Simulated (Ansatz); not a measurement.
```yaml
crystal:
  periodic: [false, false, false]
  atoms:
    - {symbol: F, position_ang: [-3.031646, 4.487960, 1.542232]}
    - {symbol: C, position_ang: [-2.068059, 2.787020, -0.025520]}
    - {symbol: C, position_ang: [-0.557677, 0.957070, 0.800429]}
    - {symbol: F, position_ang: [0.038716, 0.773017, 3.241111]}
    - {symbol: C, position_ang: [0.557667, -0.957081, -0.800443]}
    - {symbol: F, position_ang: [-0.038317, -0.772768, -3.241206]}
    - {symbol: C, position_ang: [2.067874, -2.787147, 0.025564]}
    - {symbol: F, position_ang: [3.031847, -4.487822, -1.542234]}
    - {symbol: H, position_ang: [-2.596039, 3.001293, -1.985726]}
    - {symbol: H, position_ang: [2.595614, -3.001561, 1.985812]}
basis:
  gaussian: {orbitals: def2-TZVPD}
hamiltonian: {xc: {name: HSE06}, pseudopotentials: {relativity: scalar}}
scf: {lower_state_search: off}
```

```sh
$ ansatz run in.yaml --threads 4 --pin off --events-out ev --progress --plain --max-ram 11315MiB
```

Output, abridged:

```
Functional definition: HSE06
1586 factors; their error is unknown
133 factors; integrals over basis functions are off by at most 2.9e-5 eV
mean field evaluation 1: about -14969.2538 eV, gradient 1.1e2 eV
mean field evaluation 2: about -13384.5869 eV, gradient 4.7e2 eV
mean field evaluation 4: about -14261.9017 eV, gradient 3.2e2 eV
mean field evaluation 8: about -15002.8735 eV, gradient 8.5e-1 eV
mean field -15002.93182084 eV, -551.3475750633 hartree, gradient 5.2e-6 eV, S^2 0.000000; 0 other end points of the search recorded, 0 dependent functions left out
reference -15002.93192552 eV, -551.3475789104 hartree; 31, 31 occupied and 295, 295 virtual orbitals, 1586 factors
Total energy: -15002.93192552 eV, -551.3475789104 hartree
Relativity: scalar
Checks for a lower state left out: stability, starts, cluster_reference, orbital_swaps, neighbouring_geometries, increment
```

Q: Something in this input is off. What?

A: The coordinates are in bohr but typed as ångström. The calculation finished and met its thresholds. The result belongs to that input, not to the molecule as meant.

HSE06 is defined as in plane-wave codes.
